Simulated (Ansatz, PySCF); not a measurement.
C₂H₁₁NSi₃, SMILES [SiH3]N1[SiH2]CC[SiH2]1. Atoms are numbered in the order given.

```xyz
17

Si     2.2914     0.4249    -0.3451
N      0.5906     0.1220    -0.0935
Si    -0.6394     1.3667     0.1015
C     -2.2046     0.3108     0.0086
C     -1.8558    -1.0686     0.5992
Si    -0.0995    -1.4934     0.0410
H      2.4697     1.6570    -1.1731
H      2.8933    -0.7457    -1.0548
H      3.0337     0.6215     0.9398
H     -0.5437     2.3993    -0.9763
H     -0.5130     2.0767     1.4158
H     -3.0669     0.7776     0.5116
H     -2.4758     0.2147    -1.0572
H     -1.8498    -1.0223     1.7021
H     -2.5896    -1.8428     0.3222
H      0.6435    -2.3363     1.0296
H     -0.0680    -2.2115    -1.2735
```
Charge 0, spin multiplicity 1.

Coordinates come from a PBE0-D3(BJ)/def2-SVP optimisation. The structure was generated by enumeration, and PubChem lists no compound with its InChIKey, so it may never have been made. The values are those of a single conformer.

Two levels are set side by side: PBE-D3(BJ)/def2-SVP (Ansatz, an electronic-structure program) and PBE0-D3(BJ)/def2-SVP (Ansatz). Each level has its own optimised geometry; the coordinates shown are those of the second. Frequencies come from the Hessian of PySCF at each geometry. Differences are taken from unrounded values.

```csv
quantity,PBE0-D3(BJ)
mean bond length (Å),1.499
bond Si1–N2 (Å),1.746
bond N2–Si3 (Å),1.761
bond N2–Si6 (Å),1.762
bond Si3–C4 (Å),1.890
bond C4–C5 (Å),1.541
bond C5–Si6 (Å),1.891
bond Si1–H7 (Å),1.495
bond Si1–H8 (Å),1.495
bond Si1–H9 (Å),1.497
bond Si3–H10 (Å),1.496
bond Si3–H11 (Å),1.499
bond C4–H12 (Å),1.102
bond C4–H13 (Å),1.104
bond C5–H14 (Å),1.104
bond C5–H15 (Å),1.102
bond Si6–H16 (Å),1.497
highest harmonic wavenumber (cm⁻¹),3130
mean harmonic wavenumber (cm⁻¹),1188
zero-point energy (kcal/mol),76.45
```

Task: What does PBE-D3(BJ) give, and how far is it from PBE0-D3(BJ)? (The exact figures need the calculation; the answer reports its results.)

Result: 
| quantity | PBE-D3(BJ) | PBE-D3(BJ) minus PBE0-D3(BJ) |
|---|---|---|
| mean bond length (Å) | 1.509 | 0.011 |
| bond Si1–N2 (Å) | 1.759 | 0.013 |
| bond N2–Si3 (Å) | 1.774 | 0.014 |
| bond N2–Si6 (Å) | 1.776 | 0.014 |
| bond Si3–C4 (Å) | 1.903 | 0.012 |
| bond C4–C5 (Å) | 1.549 | 0.009 |
| bond C5–Si6 (Å) | 1.904 | 0.013 |
| bond Si1–H7 (Å) | 1.506 | 0.011 |
| bond Si1–H8 (Å) | 1.506 | 0.010 |
| bond Si1–H9 (Å) | 1.508 | 0.011 |
| bond Si3–H10 (Å) | 1.507 | 0.011 |
| bond Si3–H11 (Å) | 1.510 | 0.011 |
| bond C4–H12 (Å) | 1.110 | 0.008 |
| bond C4–H13 (Å) | 1.112 | 0.008 |
| bond C5–H14 (Å) | 1.112 | 0.008 |
| bond C5–H15 (Å) | 1.110 | 0.008 |
| bond Si6–H16 (Å) | 1.508 | 0.011 |
| highest harmonic wavenumber (cm⁻¹) | 3040 | -90 |
| mean harmonic wavenumber (cm⁻¹) | 1149 | -39 |
| zero-point energy (kcal/mol) | 73.93 | -2.52 |

Exact exchange shortens and stiffens bonds; PBE has none. Differences between two approximate levels are no errors against the true value.
